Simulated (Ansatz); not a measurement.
These are r2SCAN-D4/def2-TZVP in Ansatz (a program for electronic structure) values and carry that method's errors. No frequencies were computed at this level.

Ansatz 0.2 input:
```yaml
crystal:
  periodic: [false, false, false]
  atoms:
    - { symbol: C, position_ang: [1.398541, 0.040138, -0.563323] }
    - { symbol: Al, position_ang: [-0.556256, -0.018353, -0.179446] }
    - { symbol: O, position_ang: [-1.371768, 1.411695, -0.132497] }
    - { symbol: O, position_ang: [-1.263578, -1.487856, 0.049775] }
    - { symbol: H, position_ang: [1.862154, 0.915528, -0.114331] }
    - { symbol: H, position_ang: [1.902869, -0.850273, -0.195825] }
    - { symbol: H, position_ang: [1.578953, 0.098176, -1.635277] }
    - { symbol: H, position_ang: [-1.867741, 2.215223, -0.103543] }
    - { symbol: H, position_ang: [-1.683182, -2.324282, 0.179186] }
basis:
  gaussian: { orbitals: def2-tzvp }
hamiltonian:
  xc: r2scan
  dispersion: d4
relax:
  max_steps: 150
```

Output:

```
Functional definition: r2SCAN
961 factors; their error is unknown
mean field evaluation 1: about -11792.6435 eV, gradient 1.0e2 eV
mean field evaluation 2: about -11753.9860 eV, gradient 1.7e2 eV
mean field evaluation 4: about -11811.4304 eV, gradient 1.2e1 eV
mean field evaluation 8: about -11811.7957 eV, gradient 4.0e-2 eV
mean field evaluation 16: about -11811.7793 eV, gradient 7.4e-5 eV
mean field -11811.77928598 eV, -434.0748824481 hartree, gradient 7.9e-6 eV, S^2 0.000000; 0 other end points of the search recorded, 0 dependent functions left out
reference -11811.77930006 eV, -434.0748829656 hartree; 20, 20 occupied and 140, 140 virtual orbitals, 961 factors
relax step   1: F+E_penalty+E_count = -11811.81181483 eV  Δ(F+E_penalty+E_count) = +0.000e0 eV  max|allowed force component| = 1.171e0 eV/Å  Δτ_max = 0.0000 Å  (29 SCF iters, accepted)
these checks for a lower state are left out or cut short: starts, cluster_reference, orbital_swaps, neighbouring_geometries, increment
961 factors; their error is unknown
mean field -11811.80419640 eV, -434.0757978893 hartree, gradient 1.3e-5 eV, S^2 0.000000; 0 other end points of the search recorded, 0 dependent functions left out
reference -11811.80421049 eV, -434.0757984071 hartree; 20, 20 occupied and 140, 140 virtual orbitals, 961 factors
relax step   2: F+E_penalty+E_count = -11811.83676056 eV  Δ(F+E_penalty+E_count) = -2.495e-2 eV  max|allowed force component| = 5.887e-1 eV/Å  Δτ_max = 0.0266 Å  (32 SCF iters, accepted)
these checks for a lower state are left out or cut short: starts, cluster_reference, orbital_swaps, neighbouring_geometries, increment
961 factors; their error is unknown
mean field evaluation 32: about -11811.8133 eV, gradient 1.3e-5 eV
mean field -11811.81326657 eV, -434.0761312120 hartree, gradient 1.3e-5 eV, S^2 0.000000; 0 other end points of the search recorded, 0 dependent functions left out
reference -11811.81328069 eV, -434.0761317309 hartree; 20, 20 occupied and 140, 140 virtual orbitals, 961 factors
relax step   3: F+E_penalty+E_count = -11811.84582344 eV  Δ(F+E_penalty+E_count) = -9.063e-3 eV  max|allowed force component| = 1.747e-1 eV/Å  Δτ_max = 0.0431 Å  (32 SCF iters, accepted)
these checks for a lower state are left out or cut short: starts, cluster_reference, orbital_swaps, neighbouring_geometries, increment
961 factors; their error is unknown
mean field -11811.83584117 eV, -434.0769608133 hartree, gradient 9.3e-6 eV, S^2 0.000000; 0 other end points of the search recorded, 0 dependent functions left out
reference -11811.83585518 eV, -434.0769613279 hartree; 20, 20 occupied and 140, 140 virtual orbitals, 961 factors
relax step   4: F+E_penalty+E_count = -11811.86824214 eV  Δ(F+E_penalty+E_count) = -2.242e-2 eV  max|allowed force component| = 7.233e-1 eV/Å  Δτ_max = 0.2000 Å  (31 SCF iters, accepted)
these checks for a lower state are left out or cut short: starts, cluster_reference, orbital_swaps, neighbouring_geometries, increment
961 factors; their error is unknown
mean field -11812.02011387 eV, -434.0837327099 hartree, gradient 1.6e-5 eV, S^2 0.000000; 0 other end points of the search recorded, 0 dependent functions left out
reference -11812.02012700 eV, -434.0837331924 hartree; 20, 20 occupied and 140, 140 virtual orbitals, 961 factors
relax step   5: F+E_penalty+E_count = -11812.05270156 eV  Δ(F+E_penalty+E_count) = -1.845e-1 eV  max|allowed force component| = 3.914e-1 eV/Å  Δτ_max = 0.2000 Å  (36 SCF iters, accepted)
these checks for a lower state are left out or cut short: starts, cluster_reference, orbital_swaps, neighbouring_geometries, increment
961 factors; their error is unknown
mean field -11812.08912850 eV, -434.0862689509 hartree, gradient 2.6e-5 eV, S^2 0.000000; 0 other end points of the search recorded, 0 dependent functions left out
reference -11812.08914145 eV, -434.0862694267 hartree; 20, 20 occupied and 140, 140 virtual orbitals, 961 factors
relax step   6: F+E_penalty+E_count = -11812.12157633 eV  Δ(F+E_penalty+E_count) = -6.887e-2 eV  max|allowed force component| = 5.030e-1 eV/Å  Δτ_max = 0.2000 Å  (30 SCF iters, accepted)
these checks for a lower state are left out or cut short: starts, cluster_reference, orbital_swaps, neighbouring_geometries, increment
961 factors; their error is unknown
mean field -11812.11304365 eV, -434.0871478163 hartree, gradient 2.7e-5 eV, S^2 0.000000; 0 other end points of the search recorded, 0 dependent functions left out
reference -11812.11305640 eV, -434.0871482847 hartree; 20, 20 occupied and 140, 140 virtual orbitals, 961 factors
relax step   7: F+E_penalty+E_count = -11812.14540492 eV  Δ(F+E_penalty+E_count) = -2.383e-2 eV  max|allowed force component| = 1.099e-1 eV/Å  Δτ_max = 0.2000 Å  (30 SCF iters, accepted)
these checks for a lower state are left out or cut short: starts, cluster_reference, orbital_swaps, neighbouring_geometries, increment
961 factors; their error is unknown
mean field evaluation 64: about -11812.1142 eV, gradient 3.3e-1 eV
mean field -11812.11429265 eV, -434.0871937164 hartree, gradient 1.8e-5 eV, S^2 0.000000; 0 other end points of the search recorded, 0 dependent functions left out
reference -11812.11430542 eV, -434.0871941857 hartree; 20, 20 occupied and 140, 140 virtual orbitals, 961 factors
relax step   8: F+E_penalty+E_count = -11812.14663722 eV  Δ(F+E_penalty+E_count) = -1.232e-3 eV  max|allowed force component| = 1.179e-2 eV/Å  Δτ_max = 0.0223 Å  (32 SCF iters, accepted)
these checks for a lower state are left out or cut short: starts, cluster_reference, orbital_swaps, neighbouring_geometries, increment
961 factors; their error is unknown
mean field -11812.11432590 eV, -434.0871949382 hartree, gradient 1.8e-5 eV, S^2 0.000000; 0 other end points of the search recorded, 0 dependent functions left out
reference -11812.11433867 eV, -434.0871954076 hartree; 20, 20 occupied and 140, 140 virtual orbitals, 961 factors
relax step   9: F+E_penalty+E_count = -11812.14667139 eV  Δ(F+E_penalty+E_count) = -3.417e-5 eV  max|allowed force component| = 3.602e-3 eV/Å  Δτ_max = 0.0043 Å  (35 SCF iters, accepted)
961 factors; their error is unknown
mean field evaluation 96: about -11812.1143 eV, gradient 1.1e-3 eV
mean field -11812.11432590 eV, -434.0871949382 hartree, gradient 1.8e-5 eV, S^2 0.000000; 1 other end points of the search recorded, 0 dependent functions left out
reference -11812.11433867 eV, -434.0871954076 hartree; 20, 20 occupied and 140, 140 virtual orbitals, 961 factors
Total energy: -11812.14668416 eV, -434.0883840822 hartree
Atom 0 at     1.486593     0.043329    -0.579152 Å, force    -0.003325    -0.000657     0.001502 eV/Å
Atom 1 at    -0.409138    -0.013542    -0.210395 Å, force     0.002667     0.000122     0.000124 eV/Å
Atom 2 at    -1.267628     1.451876    -0.142796 Å, force     0.000132    -0.000775     0.000012 eV/Å
Atom 3 at    -1.149907    -1.525378     0.023819 Å, force     0.000291     0.000774     0.000008 eV/Å
Atom 4 at     1.954446     0.931548    -0.147876 Å, force     0.001085     0.002417     0.000904 eV/Å
Atom 5 at     2.001283    -0.840070    -0.194878 Å, force     0.000734    -0.002147     0.000950 eV/Å
Atom 6 at     1.672753     0.080182    -1.657160 Å, force     0.000751     0.000272    -0.003602 eV/Å
Atom 7 at    -2.207553     1.538008     0.016461 Å, force    -0.001271     0.000942     0.000085 eV/Å
Atom 8 at    -2.080857    -1.665958     0.196697 Å, force    -0.001064    -0.000948     0.000019 eV/Å
Dipole moment:    -0.355626    -0.010304     0.060113 e Å
```

Cost: about 50 core-seconds (a rough figure).
